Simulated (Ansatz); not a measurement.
Reaction (isomerisation): `FC1(Br)C[SiH2]1` → `F[Si]1(Br)CC1`

Isolated molecules relaxed with PBE0-D4/def2-TZVP in Ansatz; ΔE leaves out vibrations. CBS: MP2 limit from def2 TZ/QZ plus the TZ coupled-cluster correction, frozen cores. Functionals use def2-TZVPP. B3LYP here is the variant with VWN-RPA as its local correlation; programs differ in this. For Br outer-core shells are correlated without core-valence functions, which leaves a few kJ/mol of doubt a bond. Scalar relativity is left out up to krypton.

`FC1(Br)C[SiH2]1`:

```xyz
9

F     0.390    1.964    0.270
C    -0.076    0.712    0.504
Br   -0.826    0.586    2.274
C     0.872   -0.409    0.117
Si   -0.727   -0.390   -0.849
H     1.090   -1.163    0.865
H     1.754   -0.053   -0.410
H    -0.671    0.097   -2.242
H    -1.806   -1.343   -0.530
```

`F[Si]1(Br)CC1`:

Cartesian coordinates in Å:
```
F -2.115 -0.707 0.710
Si -0.873 -0.445 -0.243
Br -1.339 -1.216 -2.238
C 0.807 -0.432 0.421
C 0.196 0.988 0.015
H 0.976 -0.567 1.485
H 1.649 -0.765 -0.178
H 0.681 1.481 -0.821
H 0.018 1.663 0.848
```

(1) Is it downhill or uphill in electronic energy at CCSD(T)/CBS, and by how much? (An estimate is asked.)

(2) What do these levels give: PBE-D4, PBE0-D4, B3LYP, MP2/def2-QZVPP, HF/CBS(def2), CCSD/CBS(def2)? (An estimate is asked.)

Largest T1 diagnostic among the species: 0.011.

Answers

(1) The calculation gave: Downhill: ΔE = -88.4 kcal/mol.

(2) The calculation gave: PBE-D4 -81.2, PBE0-D4 -85.1, B3LYP -85.3, MP2/def2-QZVPP -91.1, HF/CBS(def2) -92.5, CCSD/CBS(def2) -89.7 kcal/mol.

In def2-TZVPP, CCSD(T) changes the Hartree–Fock value by +5.0 kcal/mol (the triples alone add +1.3 kcal/mol) and MP2 by +1.8 kcal/mol. From PBE to PBE0 (25 % exact exchange), in def2-TZVPP and without D4, ΔE moves by −3.9 kcal/mol.
